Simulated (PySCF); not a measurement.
## Computed data sheet: `F[C@@H]1OCOC[C@@]1(F)Cl`

Compound: C4H5ClF2O2.
Z-matrix (Å and degrees, PBE0-D3(BJ)/def2-SVP geometry), rows numbered from 1:
```
F 
C   1  1.3709
O   2  1.3693  1  110.71
C   3  1.4107  2  113.95  1   -65.61
O   4  1.3855  3  112.33  2   -58.35
C   5  1.3984  4  111.75  3    60.46
C   6  1.5211  5  109.85  4   -58.13
F   7  1.3498  2  109.91  1   -49.35
Cl  7  1.7789  2  107.92  1  -168.44
H   2  1.1002  1  108.82  3   119.09
H   4  1.0960  3  106.30  2  -176.08
H   4  1.1079  3  109.06  2    64.72
H   6  1.0979  5  108.82  4  -179.01
H   6  1.1080  5  111.75  4    60.39
```

Structural features include: ether, C–F bond and C–Cl bond.

**PBE0-D3(BJ)/def2-SVP geometry optimisation, gas phase (PySCF)**

* Point group: C1
* Rotational constants A, B, C: 1.846, 1.398, 1.145 GHz

**CAM-B3LYP/def2-SVPD ground state, ΔSCF and vertical TDDFT (core frozen in the response) (PySCF)**

* Dipole moment: 1.41 D
* HOMO energy: -9.94 eV
* LUMO energy: 1.05 eV
* HOMO–LUMO gap: 10.99 eV
* Lowest singlet excitation: 7.33 eV (169 nm, f = 0.001)
* Strongest line among the 10 lowest singlet transitions: S10 at 9.20 eV (135 nm, f = 0.052)
* Lowest triplet excitation (Tamm–Dancoff): 6.68 eV
* Static isotropic polarisability: 67.7 au
* Vertical ionisation energy: 10.77 eV
* Electronic spatial extent ⟨r²⟩ about the centre of nuclear charge: 1123 bohr²

From B97-2/pcSseg-1 ground state and GIAO shieldings, non-relativistic (PySCF):

- 13C chemical shifts (computed TMS as zero) by class: 106.2 (C2), 106.1 (C7), 86.5 (C4), 69.9 (C6) ppm
- 1H chemical shifts (computed TMS as zero) by class: 5.45 (H10), 4.89 (H12), 4.73 (H11), 4.00 (H14), 3.94 (H13) ppm
- Isotropic shieldings of nuclei other than C and H, by class: 220 (O3), 265 (O5), 329 (F8), 341 (F1), 682 (Cl9) ppm

From delta-SCF UKS SCAN, pcX-2 on the ionised atom, pcseg-1 elsewhere, spin-free X2C; 2p3/2 from a spin–orbit splitting computed afterwards within the 2p shell (PySCF):

* Core binding energies: Cl2p3/2 206.5 (Cl9), C1s 293.2 (C6), C1s 294.4 (C4), C1s 295.0 (C7), C1s 295.3 (C2), O1s 539.5 (O5), O1s 539.7 (O3), F1s 693.1 (F1), F1s 693.6 (F8), Cl1s 2829.1 (Cl9) eV

Monoisotopic mass (most abundant isotopes): 157.9946 u.

No computed singlet falls in the visible range (750 to 380 nm, 1.65 to 3.26 eV); S1 lies 4.07 eV above its blue end. The largest Löwdin shares of the HOMO are 0.34 on O5, 0.15 on Cl9, 0.10 on O3 and 0.10 on C7. The rotational constants make it an asymmetric top with κ = (2B − A − C)/(A − C) = -0.28, nearer the prolate limit (−1). The vertical singlet–triplet gap S1 − T1 is 0.65 eV (TDDFT singlet less Tamm–Dancoff triplet; S1: HOMO→LUMO, weight 0.67; T1: HOMO→LUMO, weight 0.47, beside HOMO−2→LUMO, weight 0.25). The polarisability is 10.03 Å³ as a volume (1 au = 0.148185 Å³), or 0.85 au for each of the 80 electrons. The ΔSCF ionisation energy exceeds −ε(HOMO) by 0.83 eV with CAM-B3LYP.

One conformer stands for the species.
